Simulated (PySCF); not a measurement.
1-bromocyclobutene (C₄H₅Br), SMILES BrC1=CCC1.

Coordinates come from a PBE-D3(BJ)/def2-SVP optimisation.

Level of theory: PBE0/def2-TZVP (PySCF).

Isolated molecule, no solvent.

Computed frontier levels, gap, dipole moment and polarisability:
```json
{
  "highest_occupied_level": "-6.98 eV",
  "lowest_empty_level": "-0.07 eV",
  "orbital_gap": "6.92 eV",
  "dipole_moment": "1.78 D",
  "quadrupole, principal values (traceless, Buckingham form, about the centre of nuclear charge)": "-2.79, 0.66, 2.13 D·Å",
  "mean_static_polarisability": "66.5 bohr³ (9.85 Å³)",
  "polarisability_principal_values": "47.1, 61.3, 91.1 bohr³"
}
```
